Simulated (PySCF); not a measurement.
CH₅FO₂Si₂, SMILES O=C(O)[Si@@H](F)[SiH3]. Coordinates come from a PBE-D3(BJ)/def2-SVP optimisation. The structure was generated by enumeration; whether it is a known compound was not checked. The values are those of a single conformer.

Computed equilibrium geometry at PBE-D3(BJ)/def2-SVP (PySCF confirms it by a frequency run) as bond lengths and angles (one conformer of several):
Atoms: O1 C2 O3 Si4 F5 Si6 H7 H8 H9 H10 H11. Bonds (Å): O1–C2 1.221, C2–O3 1.349, C2–Si4 1.926, O3–H7 0.988, Si4–F5 1.645, Si4–Si6 2.350, Si4–H8 1.502, Si6–H9 1.504, Si6–H10 1.503, Si6–H11 1.504. Angles (°): O1–C2–O3 123.8, O1–C2–Si4 118.6, O3–C2–Si4 117.6, C2–O3–H7 106.2, C2–Si4–F5 112.5, C2–Si4–Si6 106.0, C2–Si4–H8 105.9, F5–Si4–Si6 110.7, F5–Si4–H8 108.2, Si6–Si4–H8 113.4, Si4–Si6–H9 110.1, Si4–Si6–H10 108.9, Si4–Si6–H11 109.3, H9–Si6–H10 109.6, H9–Si6–H11 109.3, H10–Si6–H11 109.6.
Charge 0, spin multiplicity 1.
